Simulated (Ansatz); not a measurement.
Geometry optimisation, RKS PBE-D4/def2-SVP in Ansatz 0.2.0.

Input file:

```yaml
crystal:
  periodic: [false, false, false]
  atoms:
    - { symbol: Ge, position_ang: [-0.047066, -0.135999, -0.053474] }
    - { symbol: H, position_ang: [-0.089759, -0.120455, 1.491032] }
    - { symbol: Cl, position_ang: [1.930652, -0.349704, -0.877164] }
    - { symbol: Cl, position_ang: [-1.062382, 1.528548, -0.967508] }
    - { symbol: F, position_ang: [-0.916644, -1.549001, -0.598437] }
    - { symbol: "N", position_ang: [1.366655, 2.188933, 1.464633] }
    - { symbol: H, position_ang: [2.114226, 1.676768, 0.982287] }
    - { symbol: H, position_ang: [0.80024, 2.653319, 0.745621] }
    - { symbol: H, position_ang: [0.759878, 1.484091, 1.930909] }
basis:
  gaussian: { orbitals: def2-SVP }
hamiltonian:
  xc: pbe
  dispersion: d4
relax:
  f_tol: 0.03
  max_steps: 50
output:
  orbitals: {}
```

Command:

```bash
$ ansatz run input.yaml --threads 4 --pin off --max-ram 5120MiB --backend cpu --events-out ev --progress --plain --runs-dir out
```

Problem. Where does it end, and by what steps?

Solution. It converged. After 6 steps the energy has fallen by 0.091 eV; H9 moved furthest, 0.47 Å.

```json
{"step": "0", "energy less start (eV)": "0.0000", "largest force component (eV/Å)": "0.616", "accepted": "yes"}
{"step": "1", "energy less start (eV)": "-0.0662", "largest force component (eV/Å)": "0.305", "accepted": "yes"}
{"step": "2", "energy less start (eV)": "-0.0732", "largest force component (eV/Å)": "0.163", "accepted": "yes"}
{"step": "3", "energy less start (eV)": "-0.0630", "largest force component (eV/Å)": "0.369", "accepted": "no"}
{"step": "4", "energy less start (eV)": "-0.0874", "largest force component (eV/Å)": "0.223", "accepted": "yes"}
{"step": "5", "energy less start (eV)": "-0.0906", "largest force component (eV/Å)": "0.072", "accepted": "yes"}
{"step": "6", "energy less start (eV)": "-0.0910", "largest force component (eV/Å)": "0.006", "accepted": "yes"}
```

```xyz
9
Properties=species:S:1:pos:R:3
Ge -0.117 -0.252 -0.108
H -0.242 -0.340 1.421
Cl 1.911 -0.413 -0.820
Cl -1.066 1.486 -0.958
F -0.960 -1.623 -0.786
N 1.473 2.352 1.453
H 2.102 1.718 0.947
H 0.749 2.647 0.786
H 1.005 1.801 2.182
```

Whether the end is a true minimum wasn't checked by a vibrational analysis.

The run took 12 s on 4 threads of Arm Neoverse V2, with other jobs on the host, peak memory 0.18 GiB.
